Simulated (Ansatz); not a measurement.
Reaction (ligand exchange at the Si–N bond): `N[SiH](N)O` + `N[SiH2]S` → `N[SiH2]S[SiH](N)O` + NH₃

Computed with Ansatz on PBE0-D4/def2-TZVP structures; ΔE is electronic, products minus reactants. CCSD(T)/CBS adds triple-zeta CCSD(T) − MP2 to the extrapolated MP2 energy (def2 sets, frozen cores). This one scheme is used for every species. DFT in def2-TZVPP. B3LYP here is the variant with VWN-RPA as its local correlation; programs differ in this. One conformer a species, not always the lowest.

CCSD(T)/CBS gives -0.22 eV.

(1) Another level gave -0.25 eV. Which?
A. PBE-D4/def2-TZVPP
B. MP2/def2-TZVPP
C. SCS-MP2/def2-TZVPP
D. B3LYP/def2-TZVPP

Largest T1 diagnostic among the species: 0.012.

Answers

(1) B. MP2/def2-TZVPP -0.25, B3LYP -0.09, PBE-D4 -0.37, SCS-MP2/def2-TZVPP -0.16 eV.

In def2-TZVPP, CCSD(T) changes the Hartree–Fock value by −0.29 eV (the triples alone add −0.07 eV) and MP2 by −0.35 eV. The D4 term adds −0.15 eV with B3LYP and −0.09 eV with PBE0; it sums over pairs of atoms, weighted by their polarisabilities, and B3LYP, whose exchange is more repulsive, gets the larger term.
